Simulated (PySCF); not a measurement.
## input.py for I⁻

File input.py (PySCF 2.14):

```python
from pyscf import gto, scf, mp

mol = gto.M(
    atom='I 0 0 0',
    basis='sapporo-dkh3-dzp-2012',
    charge=-1,
    spin=0,
    verbose=4,
)
mf = scf.RHF(mol)
mf = mf.sfx2c1e()
mf.kernel()
mp.MP2(mf).kernel()
mf.dip_moment()
print('orbital energies (hartree):', mf.mo_energy[..., max(0, mol.nelec[1]-3):mol.nelec[0]+3].round(4))
```

```bash
$ OMP_NUM_THREADS=1 python input.py
```

Output (some set-up lines removed):

```
PySCF version 2.14.0

[INPUT] Symbol           X                Y                Z      unit          X                Y                Z       unit  Magmom
[INPUT]  1 I      0.000000000000   0.000000000000   0.000000000000 AA    0.000000000000   0.000000000000   0.000000000000 Bohr   0.0

nuclear repulsion = 0
number of shells = 18
number of NR pGTOs = 151
number of NR cGTOs = 52
basis = sapporo-dkh3-dzp-2012
ecp = {}

******** <class 'pyscf.x2c.sfx2c1e.sfX2C1eRHF'> ********
method = sfX2C1eRHF
initial guess = minao
damping factor = 0
level_shift factor = 0
DIIS = <class 'pyscf.scf.diis.CDIIS'>
SCF conv_tol = 1e-09
SCF max_cycles = 50

******** <class 'pyscf.x2c.sfx2c1e.SpinFreeX2CHelper'> ********
approx = 1e
xuncontract = 1
Initial guess from minao.
init E= -7112.22653571515
  HOMO = -0.347572176602003  LUMO = 0.277851227277291  gap/eV = 17.01864
cycle= 1 E= -7112.46086833306  delta_E= -0.234  |g|= 0.23  |ddm|= 0.635
  HOMO = -0.0682564227978357  LUMO = 0.520650693837287  gap/eV = 16.02498
cycle= 2 E= -7112.48382669383  delta_E= -0.023  |g|= 0.157  |ddm|= 0.926
  HOMO = -0.10611436151841  LUMO = 0.504751479252382  gap/eV = 16.62251
cycle= 3 E= -7112.48624701554  delta_E= -0.00242  |g|= 0.0166  |ddm|= 0.116
  HOMO = -0.118070776222558  LUMO = 0.499954211490504  gap/eV = 16.81732
cycle= 4 E= -7112.4862805341  delta_E= -3.35e-05  |g|= 0.00209  |ddm|= 0.0138
  HOMO = -0.119355543383958  LUMO = 0.499439054327927  gap/eV = 16.83826
cycle= 5 E= -7112.48628126079  delta_E= -7.27e-07  |g|= 0.00016  |ddm|= 0.00306
  HOMO = -0.119394454870779  LUMO = 0.499410618781387  gap/eV = 16.83854
cycle= 6 E= -7112.48628126629  delta_E= -5.5e-09  |g|= 1.49e-05  |ddm|= 0.000265
  HOMO = -0.119396036526531  LUMO = 0.499409380324975  gap/eV = 16.83855
cycle= 7 E= -7112.48628126639  delta_E= -9.64e-11  |g|= 1.47e-06  |ddm|= 5.1e-05
  HOMO = -0.119396386298725  LUMO = 0.499409183740306  gap/eV = 16.83856
Extra cycle  E= -7112.48628126639  delta_E= -1.82e-12  |g|= 4.83e-07  |ddm|= 3.92e-06
converged SCF energy = -7112.48628126639

******** <class 'pyscf.mp.mp2.RMP2'> ********
nocc = 27, nmo = 52
E(RMP2) = -7113.22329116763  E_corr = -0.737009901247748
E(SCS-RMP2) = -7113.13448174401  E_corr = -0.648200477620614
E_corr(same-spin) = -0.272551619857711
E_corr(oppo-spin) = -0.464458281390037
Dipole moment(X, Y, Z, Debye):  0.00000,  0.00000,  0.00000
orbital energies (hartree): [-0.1194 -0.1194 -0.1194  0.4994  0.4994  0.4994]
```

In short: E(SCF) = -7112.486281 Eh, 7 cycles, E(MP2) − E(SCF) = -0.73701 Eh.

Hardware: Arm Neoverse V2, 1 thread, shared host. Wall time 1.4 s, peak memory 0.14 GiB.

The basis has no diffuse functions, which an anion needs.
